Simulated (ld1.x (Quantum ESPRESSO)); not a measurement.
# As (Z = 33), TM: configuration errors across variants

arsenic, norm-conserving Troullier–Martins (Kleinman–Bylander form), made with ld1.x (Quantum ESPRESSO) 7.5 (PBE, scalar-relativistic). Core [Ar], reference 3d10 4s2 4p3. Waves: 4s (bound): rc 1.45 bohr; 4p (bound): rc 2.20 bohr; 3d (bound): rc 1.10 bohr. Local part: the d channel. Core correction: Bessel-smoothed model core inside 0.90 bohr.

All-electron excitation energies from the reference (eV): (1) 3d10 4s2 4p2 9.149; (2) 3d10 4s2 4p1 27.067; (3) 3d10 4s2 4p0 54.770; (4) 3d10 4s2 4p3.3 -1.234; (5) 3d10 4s1 4p4 9.417; (6) 3d10 4s1 4p0 105.417; (7) 3d10 4s0 4p5 19.056.

Tests that are not counted but printed errors over 1 eV. “wave 3d (bound): rc 1.10 bohr becomes 3d (bound): rc 0.70 bohr”: 3d10 4s2 4p0 (solver errors, printed error -25.4 eV); 3d10 4s1 4p0 (pseudo-atom not self-consistent, printed error +164 eV).

2 further variants failed, have other tests or too few solved ones, and are left out.

A true bound ghost makes a file unfit for plane-wave use even where its test errors are small: the radial tests pick states by their node count and pass the ghost by. Where a test does run into it, the solver fails or the error is huge.

Errors AE − PS in meV (a dash: test not solved or not reliable):

| change | (1) | (2) | (3) | (4) | (5) | (6) | (7) | bound ghosts |
| --- | --- | --- | --- | --- | --- | --- | --- | --- |
| base | -0.3 | 0.0 | -5.2 | +0.2 | 0.0 | -25 | +1.4 | s, p |
| wave 3d (bound): rc 1.10 bohr becomes 3d (bound): rc 0.70 bohr | +1.1 | +8.2 | – | +0.3 | +0.8 | – | +3.8 | s, p |
| wave 3d (bound): rc 1.10 bohr becomes 3d (bound): rc 0.84 bohr | +0.4 | +3.5 | +2.4 | +0.3 | +0.4 | -12 | +3.0 | s, p |
| wave 3d (bound): rc 1.10 bohr becomes 3d (bound): rc 1.02 bohr | -0.1 | +0.9 | -3.7 | +0.2 | +0.2 | -22 | +2.0 | s, p |
| wave 3d (bound): rc 1.10 bohr becomes 3d (bound): rc 1.12 bohr | -0.3 | 0.0 | -5.2 | +0.2 | 0.0 | -25 | +1.4 | s, p |
| wave 3d (bound): rc 1.10 bohr becomes 3d (bound): rc 1.22 bohr | -0.7 | -1.5 | -7.4 | +0.2 | -0.3 | -29 | 0.0 | s, p |
| wave 3d (bound): rc 1.10 bohr becomes 3d (bound): rc 1.36 bohr | -1.3 | -4.4 | -11 | +0.2 | -1.0 | -40 | -3.4 | s, p |
| wave 3d (bound): rc 1.10 bohr becomes 3d (bound): rc 1.64 bohr | -1.8 | -10 | -39 | +0.2 | -2.0 | -117 | -5.9 | s |

Q: Give the same row for: wave 3d (bound): rc 1.10 bohr becomes 3d (bound): rc 0.94 bohr.

A: +0.2, +2.1, -1.3, +0.3, +0.3, -19, +2.6; bound ghosts: s, p.
